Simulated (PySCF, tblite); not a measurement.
Isomers of C7H11OPS, one GFN2-xTB conformer each. Single-point energies are computed at PBE0/pcSseg-1 (PySCF, gas phase, no added dispersion term), electronic only.

Task: Rank them by PBE0/pcSseg-1 energy, lowest first (kJ/mol).
A. `[CH:1]#[C:2][P@:3](=[S:4])([C:5]([CH3:6])=[O:7])[CH:8]([CH3:9])[CH3:10]` with C2–P3–C5–C6 74°, C2–P3–C8–C9 178°
B. `[CH3:1][CH:2]([CH3:3])[P@@H:4](=[O:5])[c:6]1[cH:7][cH:8][cH:9][s:10]1` with C1–C2–P4–O5 59°, C2–P4–C6–C7 -112°

Result: B (0.0), A (156.8).

As drawn, the lower has an aromatic ring and a P=O bond, which the higher lacks; the higher has a C=O bond and a C≡C bond, which the lower lacks. GFN2-xTB itself gives, in the same order: 0.0, 256.0. Both levels put the same isomer lowest.

Task: Which frontier levels, dipoles and rotational constants go with these structures?

Result: 
```
                  SMILES  HOMO (eV, PBE0/pcSseg-1)  LUMO (eV)  dipole (D)       A, B, C (MHz)
  CC(C)[P@@H](=O)c1cccs1                     -7.30      -1.15        3.75  1890, 679.1, 548.0
C#C[P@](=S)(C(C)=O)C(C)C                     -6.61      -1.77        2.97  1041, 884.9, 785.3
```

Task: What happens when harmonic zero-point energies from GFN2-xTB frequencies are added?

Result: 
| SMILES | ZPE (kJ/mol) | electronic (kJ/mol) | with ZPE (kJ/mol) |
| --- | --- | --- | --- |
| CC(C)[P@@H](=O)c1cccs1 | 425.5 | 0.0 | 0.0 |
| C#C[P@](=S)(C(C)=O)C(C)C | 418.0 | 156.8 | 149.3 |

The zero-point energies span 7.5 kJ/mol. The order is unchanged.
